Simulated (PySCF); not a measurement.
A structure optimised at ωB97X-D3(BJ)/def2-SVP, used in a PySCF frequency run:

```
C
H 1 1.0992
H 1 1.1010 2 107.95
C 1 1.5573 2 114.51 3 -125.63
H 4 1.1029 1 115.82 2 107.81
H 4 1.1043 5 107.33 1 126.62
C 4 1.5462 5 112.20 6 119.09
O 7 1.1988 4 128.71 5 -44.69
Si 1 1.9070 2 117.39 3 128.31
H 9 1.4916 1 118.63 2 -116.69
H 9 1.4925 10 109.29 1 -135.40
```

Q: Write its SMILES and formula.

A: O=C1CC[SiH2]1, C₃H₆OSi

Q: What are its rotational constants (standard atomic weights)?

A: 6.2841, 3.7409, 2.5003 GHz
